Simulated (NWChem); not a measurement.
System: C3H6OSi; SMILES C#CC[SiH2]O

NWChem input:

```
start job
memory heap 200 mb stack 900 mb global 1100 mb
geometry units angstroms noautosym nocenter noautoz
  C      0.778561    -2.324486     0.164902
  C     -0.123378    -1.538569    -0.103451
  C     -1.090639    -0.492966    -0.388123
  Si    -0.338214     1.156889     0.238061
  O      1.261545     1.232924    -0.261903
  H      1.529226    -3.068418     0.390952
  H     -2.064243    -0.686518     0.112412
  H     -1.286437    -0.418125    -1.479840
  H     -1.044779     2.329972    -0.372251
  H     -0.488097     1.181285     1.736705
  H      1.710195     0.370634    -0.157837
end
basis spherical
  C library 6-31g*
  Si library 6-31g*
  O library 6-31g*
  H library 6-31g*
end
dft
  xc m06-2x
  iterations 150
end
cosmo
  do_cosmo_smd true
  solvent acetone
end
task dft energy
```

Parts of the log:

```
             Northwest Computational Chemistry Package (NWChem) 7.3.0
             --------------------------------------------------------

                             Geometry "geometry" -> ""
                             -------------------------

 Output coordinates in angstroms (scale by  1.889725989 to convert to a.u.)

  No.       Tag          Charge          X              Y              Z
 ---- ---------------- ---------- -------------- -------------- --------------
    1 C                    6.0000     0.77856100    -2.32448600     0.16490200
    2 C                    6.0000    -0.12337800    -1.53856900    -0.10345100
    3 C                    6.0000    -1.09063900    -0.49296600    -0.38812300
    4 Si                  14.0000    -0.33821400     1.15688900     0.23806100
    5 O                    8.0000     1.26154500     1.23292400    -0.26190300
    6 H                    1.0000     1.52922600    -3.06841800     0.39095200
    7 H                    1.0000    -2.06424300    -0.68651800     0.11241200
    8 H                    1.0000    -1.28643700    -0.41812500    -1.47984000
    9 H                    1.0000    -1.04477900     2.32997200    -0.37225100
   10 H                    1.0000    -0.48809700     1.18128500     1.73670500
   11 H                    1.0000     1.71019500     0.37063400    -0.15783700

 Effective nuclear repulsion energy (a.u.)     205.2749094070

                                 NWChem DFT Module
                                 -----------------

 Summary of "ao basis" -> "ao basis" (spherical)
 ------------------------------------------------------------------------------
       Tag                 Description            Shells   Functions and Types
 ---------------- ------------------------------  ------  ---------------------
 C                           6-31g*                  6       14   3s2p1d
 Si                          6-31g*                  8       18   4s3p1d
 O                           6-31g*                  6       14   3s2p1d
 H                           6-31g*                  2        2   2s

 in cosmo_initialize ...
 calling solv_data for solv:acetone

 solvent parameters
 solvname_short: acetone
 solvname_long:  acetone
 dielec:       20.4930
 dielecinf:     1.8463
 nonaqueous SMD model solvent descriptors
 dielec:       20.4930
 sola:          0.0400
 solb:          0.4900
 solc:          0.0000
 solg:         33.7700
 solh:          0.0000
 soln:          1.3588

          ---------------
          -cosmo- solvent
          ---------------
 Cosmo: York-Karplus, doi: 10.1021/jp992097l
 dielectric constant -eps-     =  20.49
 screen = (eps-1)/(eps    )    =   0.95120
 surface charge correction     = lagrangian

   van der Waals surface
 --------------------------

 ---------- ATOMIC COORDINATES (A.U.) ------------ VDWR(ANG.) --
     1    1.47126696   -4.39264160    0.31161959     1.850
     2   -0.23315061   -2.90747382   -0.19549404     1.850
     3   -2.06100886   -0.93157066   -0.73344612     1.850
     4   -0.63913179    2.18620321    0.44987006     2.470
     5    2.38397437    2.32988852   -0.49492491     2.222
     6    2.88981811   -5.79846924    0.73879215     1.200
     7   -3.90085364   -1.29733091    0.21242788     1.200
     8   -2.43101343   -0.79014168   -2.79649211     1.200
     9   -1.97434603    4.40300864   -0.70345239     1.200
    10   -0.92236959    2.23230496    3.28189657     1.200
    11    3.23179994    0.70039670   -0.29826868     1.200
 number of segments per atom =        128
 number of   points per atom =        128
 atom (   nspa,  nppa )
 ----------------------
    1 (     79,     0 )       0
    2 (     41,     0 )       0
    3 (     28,     0 )       0
    4 (     70,     0 )       0
    5 (     79,     0 )       0
    6 (     55,     0 )       0
    7 (     53,     0 )       0
    8 (     49,     0 )       0
    9 (     35,     0 )       0
   10 (     34,     0 )       0
   11 (     10,     0 )       0
 number of -cosmo- surface points =      533
 molecular surface =    137.025 angstrom**2
 molecular volume  =    125.588 angstrom**3
 -lineq- algorithm             =   0
 -bem- low  level              =   3
 -bem- from -octahedral-
 gaussian surface charge width =   4.50000
 degree of switching           =   1.00000
 switching function tolerance  =   0.00010
 atomic radii =
 --------------
    1  6.000  1.850
    2  6.000  1.850
    3  6.000  1.850
    4 14.000  2.470
    5  8.000  2.222
    6  1.000  1.200
    7  1.000  1.200
    8  1.000  1.200
    9  1.000  1.200
   10  1.000  1.200
   11  1.000  1.200
 ...... end of -cosmo- initialization ......

 nat:                    11
 ixmem:                  6636
 calling mnsol_interface()
 G(SMD-CDS) energy (kcal/mol)  =    -0.046
 SMD-CDS SASA (angstrom**2)    =   154.765

            General Information
            -------------------
          SCF calculation type: DFT
          Wavefunction type:  closed shell.
          No. of atoms     :    11
          No. of electrons :    46
           Alpha electrons :    23
            Beta electrons :    23
          Charge           :     0
          Spin multiplicity:     1
          Use of symmetry is: off; symmetry adaption is: off
          Maximum number of iterations: 150
          AO basis - number of functions:    86
                     number of shells:    44
          Convergence on energy requested:  1.00D-06
          Convergence on density requested:  1.00D-05
          Convergence on gradient requested:  5.00D-04

              XC Information
              --------------
                       M06-2X Method XC Functional
                     Hartree-Fock (Exact) Exchange  0.540
                        M06-2X Exchange Functional  1.000
                      M06-2X Correlation Potential  1.000

             Grid Information
             ----------------
          Grid used for XC integration:  medium
          Radial quadrature: Mura-Knowles
          Angular quadrature: Lebedev.
          Tag              B.-S. Rad. Rad. Pts. Rad. Cut. Ang. Pts.
          ---              ---------- --------- --------- ---------
          C                   0.70       49          12.0       434
          Si                  1.10       88          11.0       590
          O                   0.60       49          11.0       434
          H                   0.35       45          13.0       434
          Grid pruning is: on
          Number of quadrature shells:   554
          Spatial weights used:  Erf1

      Superposition of Atomic Density Guess
      -------------------------------------

 Sum of atomic energies:        -479.54181743

      Non-variational initial energy
      ------------------------------

 Total energy =    -481.802586
 1-e energy   =   -1065.746955
 2-e energy   =     378.669460
 HOMO         =      -0.285261
 LUMO         =       0.050664

   convergence    iter        energy       DeltaE   RMS-Dens  Diis-err
 ---------------- ----- ----------------- --------- --------- ---------
     COSMO gas phase
 d= 0,ls=0.0,diis     1   -482.3992732810 -6.88D+02  1.27D-02  6.02D-01
 d= 0,ls=0.0,diis     2   -482.4158684288 -1.66D-02  5.97D-03  6.11D-01
 d= 0,ls=0.0,diis     3   -482.4733362335 -5.75D-02  1.51D-03  2.31D-02
 d= 0,ls=0.0,diis     4   -482.4750734055 -1.74D-03  6.07D-04  6.92D-03
 d= 0,ls=0.0,diis     5   -482.4758960451 -8.23D-04  1.38D-04  2.27D-04
  Resetting Diis
 d= 0,ls=0.0,diis     6   -482.4759246046 -2.86D-05  3.49D-05  1.05D-05
 d= 0,ls=0.0,diis     7   -482.4759260989 -1.49D-06  1.18D-05  6.25D-07
 d= 0,ls=0.0,diis     8   -482.4759261344 -3.55D-08  5.21D-06  4.49D-07

   convergence    iter        energy       DeltaE   RMS-Dens  Diis-err
 ---------------- ----- ----------------- --------- --------- ---------
     COSMO solvation phase
 d= 0,ls=0.0,diis     1   -482.4840102424 -8.08D-03  1.63D-03  2.63D-03
 d= 0,ls=0.0,diis     2   -482.4847686077 -7.58D-04  3.15D-04  5.34D-04
 d= 0,ls=0.0,diis     3   -482.4848284602 -5.99D-05  1.33D-04  1.78D-04
 d= 0,ls=0.0,diis     4   -482.4848491326 -2.07D-05  4.37D-05  1.47D-05
 d= 0,ls=0.0,diis     5   -482.4848508297 -1.70D-06  1.30D-05  1.12D-06
 d= 0,ls=0.0,diis     6   -482.4848509796 -1.50D-07  4.03D-06  1.72D-07

         Total DFT energy =     -482.484850979560
      One electron energy =    -1070.022141485040
           Coulomb energy =      430.124987687960
    Exchange-Corr. energy =      -47.889625151297
 Nuclear repulsion energy =      205.274909406983

             COSMO energy =        0.027018561835

 Numeric. integr. density =       46.000000482160

                                COSMO-SMD solvation results
                                ---------------------------

             internal energy in gas <Psi(g)|H|Psi(g)> =      -482.475926134369
         internal energy in solvent <Psi(s)|H|Psi(s)> =      -482.474972843646
                               delta internal energy  =         0.000953290724 (    0.60 kcal/mol)
   total free energy in solvent <Psi(s)|H+V/2|Psi(s)> =      -482.484777737689
 polarization energy contribution <Psi(s)|V/2|Psi(s)> =        -0.009804894044 (   -6.15 kcal/mol)
    total free energy in solvent including G(SMD-CDS) =      -482.484850979560
                       G(SMD-CDS) energy contribution =        -0.000073241870 (   -0.05 kcal/mol)
     1 M fixed-concentration free energy of solvation =        -0.008924845190 (   -5.60 kcal/mol)

                       DFT Final Molecular Orbital Analysis
                       ------------------------------------

 Vector   21  Occ=2.000000D+00  E=-3.698998D-01
              MO Center=  1.6D-01,  1.1D+00,  3.6D-01, r^2= 3.2D+00
   Bfn.  Coefficient  Atom+Function         Bfn.  Coefficient  Atom+Function
  ----- ------------  ---------------      ----- ------------  ---------------
    65      0.394100   5 O  pz               84     -0.323780  10 H  s
    69      0.320070   5 O  pz               51     -0.230351   4 Si pz
    82      0.220623   9 H  s                83     -0.215696  10 H  s
    81      0.145043   9 H  s                22      0.122285   2 C  py
     6      0.094864   1 C  s                36      0.093360   3 C  py

 Vector   22  Occ=2.000000D+00  E=-3.309188D-01
              MO Center=  1.7D-01, -1.8D+00, -2.0D-02, r^2= 2.0D+00
   Bfn.  Coefficient  Atom+Function         Bfn.  Coefficient  Atom+Function
  ----- ------------  ---------------      ----- ------------  ---------------
     5      0.349245   1 C  pz               19      0.327525   2 C  pz
     9      0.230795   1 C  pz               23      0.213348   2 C  pz
     3     -0.181586   1 C  px               17     -0.168426   2 C  px
     7     -0.132823   1 C  px               21     -0.127124   2 C  px
    33     -0.122560   3 C  pz               78     -0.109592   7 H  s

 Vector   23  Occ=2.000000D+00  E=-3.124591D-01
              MO Center=  4.7D-02, -1.2D+00,  6.1D-04, r^2= 3.2D+00
   Bfn.  Coefficient  Atom+Function         Bfn.  Coefficient  Atom+Function
  ----- ------------  ---------------      ----- ------------  ---------------
     4      0.264815   1 C  py               18      0.228551   2 C  py
     3      0.199931   1 C  px               32     -0.197891   3 C  py
    50      0.196070   4 Si py                7      0.175353   1 C  px
    36     -0.168037   3 C  py                5      0.166971   1 C  pz
     8      0.159533   1 C  py               21      0.152666   2 C  px

 Vector   24  Occ=0.000000D+00  E= 5.879084D-02
              MO Center= -2.0D-01,  7.9D-01,  3.0D-01, r^2= 5.4D+00
   Bfn.  Coefficient  Atom+Function         Bfn.  Coefficient  Atom+Function
  ----- ------------  ---------------      ----- ------------  ---------------
    53      1.018327   4 Si px               66     -0.614897   5 O  s
    49      0.287262   4 Si px               54      0.259122   4 Si py
    82      0.217924   9 H  s                 7     -0.200106   1 C  px
    22      0.197755   2 C  py               78      0.184049   7 H  s
    20     -0.176265   2 C  s                34      0.173415   3 C  s

 Vector   25  Occ=0.000000D+00  E= 8.133502D-02
              MO Center= -5.2D-02, -6.6D-01,  5.9D-02, r^2= 5.6D+00
   Bfn.  Coefficient  Atom+Function         Bfn.  Coefficient  Atom+Function
  ----- ------------  ---------------      ----- ------------  ---------------
    54      0.756563   4 Si py               34      0.448503   3 C  s
    55      0.391569   4 Si pz               21      0.376805   2 C  px
    78      0.355875   7 H  s                 7     -0.329792   1 C  px
    22      0.329469   2 C  py               80     -0.312853   8 H  s
    52     -0.307560   4 Si s                 9      0.297987   1 C  pz

 Vector   26  Occ=0.000000D+00  E= 8.981766D-02
              MO Center=  1.3D-01, -1.0D+00, -1.2D-01, r^2= 4.7D+00
   Bfn.  Coefficient  Atom+Function         Bfn.  Coefficient  Atom+Function
  ----- ------------  ---------------      ----- ------------  ---------------
     9      0.504716   1 C  pz               23     -0.486011   2 C  pz
    80     -0.466224   8 H  s                66     -0.424142   5 O  s
    53      0.352222   4 Si px               19     -0.305805   2 C  pz
     5      0.289490   1 C  pz               22     -0.281127   2 C  py
     8      0.275763   1 C  py               48      0.269591   4 Si s

     Multipole analysis of the density
     ---------------------------------

     L   x y z        total         alpha         beta         nuclear
     -   - - -        -----         -----         ----         -------
     0   0 0 0     -0.000000    -23.000000    -23.000000     46.000000

     1   1 0 0     -0.363841     -1.221735     -1.221735      2.079630
     1   0 1 0     -0.550764      0.071815      0.071815     -0.694395
     1   0 0 1      0.059795      0.495017      0.495017     -0.930238

     2   2 0 0    -24.778649    -79.717752    -79.717752    134.656855
     2   1 1 0     -4.412936      6.083293      6.083293    -16.579523
     2   1 0 1      1.301665     -1.415226     -1.415226      4.132118
     2   0 2 0    -29.546370   -186.187615   -186.187615    342.828859
     2   0 1 1     -0.005721     -2.758461     -2.758461      5.511202
     2   0 0 2    -28.760856    -28.679697    -28.679697     28.598538
```

Level: M06-2X/6-31G* (spherical d), SMD on the gas-phase geometry. Coordinates come from a PBE-D3(BJ)/def2-SVP optimisation. Solvent: acetone.
